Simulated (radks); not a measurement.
Values are calculated unless marked as measured or tabulated.
Task: Ar3+, configuration [Ne] 3s1.5 3p3 4f0.5 (fractional occupations, a model configuration). Level of theory: non-relativistic Kohn-Sham, TPSS, spin-polarised, spherical densities, point nucleus; open shells are filled with parallel spins first; meta-GGA in the generalised Kohn-Sham scheme (a radial shooting solver on a logarithmic mesh with Libxc functionals). Some entries of the table are withheld. Estimate them.

| orbital | occ. | eigenvalue (eV) | <r^2> (bohr^2) | <1/r> (bohr^-1) |
|---|---|---|---|---|
| 1s up | 1 | -3173.162 | 0.009963 | 17.55 |
| 1s down | 1 | -3172.141 | 0.009960 | 17.56 |
| 2s up | 1 | -351.5747 | 0.2039 | 3.538 |
| 2s down | 1 | -350.7058 | 0.2033 | 3.537 |
| 2p up | 3 | -285.7659 | (1) | 3.453 |
| 2p down | 3 | -284.5302 | (2) | 3.452 |
| 3s up | 1 | -72.8969 | 1.840 | 1.090 |
| 3s down | 0.5 | -65.6615 | 1.911 | 1.077 |
| 3p up | 3 | (3) | 2.118 | 0.9989 |
| 3p down | 0 | (4) | 2.262 | 0.9752 |
| 4f up | 0.5 | -10.8995 | 23.21 | 0.2519 |

Result: 
(1) 2p up <r^2> (bohr^2): 0.1756
(2) 2p down <r^2> (bohr^2): 0.1750
(3) 3p up eigenvalue (eV): -56.7909
(4) 3p down eigenvalue (eV): -50.1387
